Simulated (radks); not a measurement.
Problem. The platinum ion Pt35+, configuration [Kr] 4d7 (the NIST ground configuration). Method: Dirac Kohn-Sham, LB94 model potential, spin-unpolarised, spherical densities, finite nucleus; open shells fill j = l - 1/2 first; Fermi nuclear charge, rms radius 5.427 fm; computed with a radial shooting solver on a logarithmic mesh with Libxc functionals. Some entries of the table are withheld. Estimate them.

orbital,occ.,eigenvalue (eV),r(max) (bohr)
1s1/2,2,-79972.52,(1)
2s1/2,2,-15252.50,0.06138
2p1/2,2,-14692.48,0.04524
2p3/2,4,-12950.93,0.05254
3s1/2,2,-4685.019,0.1724
3p1/2,2,(2),0.1610
3p3/2,4,(3),0.1756
3d3/2,4,-3624.207,(4)
3d5/2,6,-3540.383,(5)
4s1/2,2,-1987.952,0.3750
4p1/2,2,-1879.535,0.3709
4p3/2,4,-1765.698,0.3964
4d3/2,4,-1588.874,0.3813
4d5/2,3,-1565.022,0.3886

Solution. 
(1) 1s1/2 r(max) (bohr): 0.01061
(2) 3p1/2 eigenvalue (eV): -4432.826
(3) 3p3/2 eigenvalue (eV): -4045.030
(4) 3d3/2 r(max) (bohr): 0.1368
(5) 3d5/2 r(max) (bohr): 0.1409
